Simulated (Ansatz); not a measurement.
`O[SiH](F)S`. Total charge 0; spin multiplicity 1.

Cartesian coordinates in Å:
```
O -1.543 0.618 -0.090
Si -0.095 -0.037 -0.424
F -0.131 -1.631 -0.391
S 1.300 0.592 1.048
H -1.873 0.567 0.809
H 0.237 0.358 -1.801
H 2.105 -0.466 0.850
```

Task: What are the harmonic wavenumbers in cm⁻¹ at PBE0-D4/def2-TZVP (Ansatz, finite differences of forces, unscaled)? (An estimate is asked.)

Result: The calculation gave: 144, 203, 258, 325, 352, 528, 712, 781, 840, 854, 895, 982, 2306, 2712, 3913.

Task: Is this a minimum?

Result: Yes, all 15 modes are real.

Task: Give the ideal-gas thermochemistry at 298.15 K and 1 bar (rigid rotor, harmonic oscillator; point group C1, symmetry number 1).

Result: Zero-point energy 94.5 kJ/mol; H(298) − E = 112.5 kJ/mol; entropy 320.2 J/(mol·K), of which translation 166.1, rotation 109.5, vibration 44.6; G(298) − E = 17.0 kJ/mol.

Task: And at 400, 500, 600, 800 and 1000 K?

Result: 
```json
{"T (K)": "400", "H − E (kJ/mol)": "122.3", "S (J/mol/K)": "348.4", "G − E (kJ/mol)": "-17.1"}
{"T (K)": "500", "H − E (kJ/mol)": "133.0", "S (J/mol/K)": "372.3", "G − E (kJ/mol)": "-53.1"}
{"T (K)": "600", "H − E (kJ/mol)": "144.6", "S (J/mol/K)": "393.3", "G − E (kJ/mol)": "-91.4"}
{"T (K)": "800", "H − E (kJ/mol)": "169.2", "S (J/mol/K)": "428.6", "G − E (kJ/mol)": "-173.7"}
{"T (K)": "1000", "H − E (kJ/mol)": "195.3", "S (J/mol/K)": "457.7", "G − E (kJ/mol)": "-262.5"}
```
